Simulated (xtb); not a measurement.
BI₂, SMILES I[B+]I, charge +1. All values are semi-empirical tight-binding results from xtb (GFN2-xTB unless named), good for trends rather than for accurate numbers. Coordinates come from a GFN2-xTB optimisation.

Computed properties:
```json
{
  "point_group_as_xtb_finds_it": "D∞h",
  "orbital_gap": "3.77 eV",
  "zero_point_energy": "2.7 kcal/mol",
  "G − E(el) at 298.15 K (modified RRHO)": "-14.4 kcal/mol",
  "static polarisability (D4 model)": "76.7 bohr³",
  "solvation energy, GFN2-xTB/ALPB(water)": "-42.6 kcal/mol",
  "solvation energy, GFN2-xTB/ALPB(octanol)": "-48.8 kcal/mol"
}
```
